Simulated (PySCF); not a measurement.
**CsBi and its ions**

PBE0; basis Cs def2-SVP with ECP46, Bi def2-SVP with ECP60; scalar-relativistic core potentials; PySCF 2.14. Neutral (UKS): triplet (π ↑↑), Re = 3.736 Å, ωe = 78.1 cm⁻¹, De = 1.04 eV, HOMO -3.25 eV, LUMO -1.32 eV.

CsBi⁺ (UKS): quartet (σ ↑, π ↑↑), Re = 4.292 Å, ωe = 29.6 cm⁻¹. The energies at the minima are -234.79154 hartree for CsBi and -234.61476 for CsBi⁺.

Question: Work out the adiabatic ionisation energy, without and with harmonic zero-point energies (1 hartree = 27.2114 eV, 1 eV = 8065.5 cm⁻¹), and the change of the bond length.

Answer: At PBE0: 0.17678 hartree = 4.810 eV between the minima; the zero-point term (29.6 − 78.1)/2 cm⁻¹ = -0.003 eV makes it 4.807 eV. Re changes by +55.6 pm against the neutral. The electron leaves a σ orbital, and the ion is left as a loose complex of an ion and an atom.

Spin–orbit coupling is left out, which matters for elements this heavy, above all for dissociation energies. States were picked by a PBE0 search and need not be the measured ground states.
